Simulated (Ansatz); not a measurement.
Input file for Ansatz (a first-principles code): R-B3LYP/def2-TZVPP on AlH4 (SMILES [AlH4-]). Charge -1.

Ansatz 0.2 input:
```yaml
crystal:
  periodic: [false, false, false]
  atoms:
    - {symbol: Al, position_ang: [-0.00000000, 0.00000000, 0.00000000]}
    - {symbol: H, position_ang: [0.62761348, 1.22564429, -0.88937760]}
    - {symbol: H, position_ang: [-1.12456041, 0.59507967, 1.03360496]}
    - {symbol: H, position_ang: [1.19736245, -0.72468496, 0.85337565]}
    - {symbol: H, position_ang: [-0.70041551, -1.09603900, -0.99760301]}
basis:
  gaussian:
    orbitals: def2-TZVPP
hamiltonian:
  xc: {name: B3LYP}
total_charge: -1
accuracy: high
phonons: {}
scf: {lower_state_search: off}
```

Output:

```
WARN ansatz: RAYON_NUM_THREADS=2 ignored (pool sized by the plan → 2); use --threads N
Functional definition: B3LYP
these checks for a lower state are left out or cut short: stability, starts, cluster_reference, orbital_swaps, neighbouring_geometries, increment
integrals: 0.12 GiB planned
1763 factors; integrals over basis functions are off by at most 2.2e-9 eV
mean field: 0.41 GiB planned
mean field evaluation 1: about -6663.2781 eV, gradient 1.1e1 eV
mean field evaluation 2: about -6663.6394 eV, gradient 5.0e0 eV
mean field evaluation 4: about -6663.6867 eV, gradient 7.0e-2 eV
mean field evaluation 8: about -6663.6870 eV, gradient 9.4e-4 eV
mean field -6663.68703100 eV, -244.8859815799 hartree, gradient 9.4e-8 eV, S^2 0.000000; 0 other end points of the search recorded, 0 dependent functions left out
the calculation of the forces begins
reference -6663.68706544 eV, -244.8859828456 hartree; 9, 9 occupied and 89, 89 virtual orbitals, 1763 factors
these checks for a lower state are left out or cut short: stability, starts, cluster_reference, orbital_swaps, neighbouring_geometries, increment
integrals: 0.12 GiB planned
1763 factors; integrals over basis functions are off by at most 2.2e-9 eV
mean field: 0.41 GiB planned
mean field evaluation 16: about -6663.6866 eV, gradient 1.0e-1 eV
mean field -6663.68697952 eV, -244.8859796880 hartree, gradient 9.1e-8 eV, S^2 0.000000; 0 other end points of the search recorded, 0 dependent functions left out
the calculation of the forces begins
reference -6663.68701396 eV, -244.8859809537 hartree; 9, 9 occupied and 89, 89 virtual orbitals, 1763 factors
these checks for a lower state are left out or cut short: stability, starts, cluster_reference, orbital_swaps, neighbouring_geometries, increment
integrals: 0.12 GiB planned
1763 factors; integrals over basis functions are off by at most 2.2e-9 eV
mean field: 0.41 GiB planned
mean field -6663.68697952 eV, -244.8859796880 hartree, gradient 9.1e-8 eV, S^2 0.000000; 0 other end points of the search recorded, 0 dependent functions left out
the calculation of the forces begins
reference -6663.68701396 eV, -244.8859809537 hartree; 9, 9 occupied and 89, 89 virtual orbitals, 1763 factors
these checks for a lower state are left out or cut short: stability, starts, cluster_reference, orbital_swaps, neighbouring_geometries, increment
integrals: 0.12 GiB planned
1763 factors; integrals over basis functions are off by at most 2.2e-9 eV
mean field: 0.41 GiB planned
mean field evaluation 32: about -6663.6870 eV, gradient 1.1e-8 eV
mean field -6663.68701527 eV, -244.8859810018 hartree, gradient 3.3e-8 eV, S^2 0.000000; 0 other end points of the search recorded, 0 dependent functions left out
the calculation of the forces begins
reference -6663.68704972 eV, -244.8859822678 hartree; 9, 9 occupied and 89, 89 virtual orbitals, 1763 factors
these checks for a lower state are left out or cut short: stability, starts, cluster_reference, orbital_swaps, neighbouring_geometries, increment
integrals: 0.12 GiB planned
1763 factors; integrals over basis functions are off by at most 2.2e-9 eV
mean field: 0.41 GiB planned
mean field -6663.68701523 eV, -244.8859810004 hartree, gradient 3.5e-8 eV, S^2 0.000000; 0 other end points of the search recorded, 0 dependent functions left out
the calculation of the forces begins
reference -6663.68704967 eV, -244.8859822659 hartree; 9, 9 occupied and 89, 89 virtual orbitals, 1763 factors
these checks for a lower state are left out or cut short: stability, starts, cluster_reference, orbital_swaps, neighbouring_geometries, increment
integrals: 0.12 GiB planned
1763 factors; integrals over basis functions are off by at most 2.2e-9 eV
mean field: 0.41 GiB planned
mean field -6663.68701916 eV, -244.8859811449 hartree, gradient 3.0e-8 eV, S^2 0.000000; 0 other end points of the search recorded, 0 dependent functions left out
the calculation of the forces begins
reference -6663.68705360 eV, -244.8859824104 hartree; 9, 9 occupied and 89, 89 virtual orbitals, 1763 factors
these checks for a lower state are left out or cut short: stability, starts, cluster_reference, orbital_swaps, neighbouring_geometries, increment
integrals: 0.12 GiB planned
1763 factors; integrals over basis functions are off by at most 2.2e-9 eV
mean field: 0.41 GiB planned
mean field -6663.68701917 eV, -244.8859811452 hartree, gradient 2.9e-8 eV, S^2 0.000000; 0 other end points of the search recorded, 0 dependent functions left out
the calculation of the forces begins
reference -6663.68705362 eV, -244.8859824112 hartree; 9, 9 occupied and 89, 89 virtual orbitals, 1763 factors
these checks for a lower state are left out or cut short: stability, starts, cluster_reference, orbital_swaps, neighbouring_geometries, increment
integrals: 0.12 GiB planned
1763 factors; integrals over basis functions are off by at most 2.2e-9 eV
mean field: 0.41 GiB planned
mean field -6663.68700551 eV, -244.8859806432 hartree, gradient 4.2e-8 eV, S^2 0.000000; 0 other end points of the search recorded, 0 dependent functions left out
the calculation of the forces begins
reference -6663.68703996 eV, -244.8859819093 hartree; 9, 9 occupied and 89, 89 virtual orbitals, 1763 factors
these checks for a lower state are left out or cut short: stability, starts, cluster_reference, orbital_swaps, neighbouring_geometries, increment
integrals: 0.12 GiB planned
1763 factors; integrals over basis functions are off by at most 2.2e-9 eV
mean field: 0.41 GiB planned
mean field evaluation 64: about -6663.6870 eV, gradient 2.2e-5 eV
mean field -6663.68700537 eV, -244.8859806380 hartree, gradient 4.5e-8 eV, S^2 0.000000; 0 other end points of the search recorded, 0 dependent functions left out
the calculation of the forces begins
reference -6663.68703980 eV, -244.8859819033 hartree; 9, 9 occupied and 89, 89 virtual orbitals, 1763 factors
these checks for a lower state are left out or cut short: stability, starts, cluster_reference, orbital_swaps, neighbouring_geometries, increment
integrals: 0.12 GiB planned
1763 factors; integrals over basis functions are off by at most 2.2e-9 eV
mean field: 0.41 GiB planned
mean field -6663.68702406 eV, -244.8859813251 hartree, gradient 2.2e-8 eV, S^2 0.000000; 0 other end points of the search recorded, 0 dependent functions left out
the calculation of the forces begins
reference -6663.68705851 eV, -244.8859825910 hartree; 9, 9 occupied and 89, 89 virtual orbitals, 1763 factors
these checks for a lower state are left out or cut short: stability, starts, cluster_reference, orbital_swaps, neighbouring_geometries, increment
integrals: 0.12 GiB planned
1763 factors; integrals over basis functions are off by at most 2.2e-9 eV
mean field: 0.41 GiB planned
mean field -6663.68702408 eV, -244.8859813255 hartree, gradient 2.2e-8 eV, S^2 0.000000; 0 other end points of the search recorded, 0 dependent functions left out
the calculation of the forces begins
reference -6663.68705851 eV, -244.8859825911 hartree; 9, 9 occupied and 89, 89 virtual orbitals, 1763 factors
Total energy: -6663.68706544 eV, -244.8859828456 hartree
Atom 0 at     0.000000     0.000000     0.000000 Å, force     0.000000    -0.000000    -0.000000 eV/Å
Atom 1 at     0.627613     1.225644    -0.889378 Å, force    -0.000000    -0.000000     0.000000 eV/Å
Atom 2 at    -1.124560     0.595080     1.033605 Å, force     0.000000    -0.000000    -0.000000 eV/Å
Atom 3 at     1.197362    -0.724685     0.853376 Å, force    -0.000000     0.000000    -0.000000 eV/Å
Atom 4 at    -0.700416    -1.096039    -0.997603 Å, force     0.000000     0.000000     0.000000 eV/Å
Dipole moment:     0.000000    -0.000000    -0.000000 e Å
Vibrations: 763.71 763.72 781.55 781.55 781.55 1645.92 1645.93 1645.93 1727.20 cm⁻¹, zero-point energy 0.653214 eV
Checks for a lower state left out: stability, starts, cluster_reference, orbital_swaps, neighbouring_geometries, increment
```

The calculation finished and met its thresholds.

Cost: about 40 core-seconds (a rough figure).
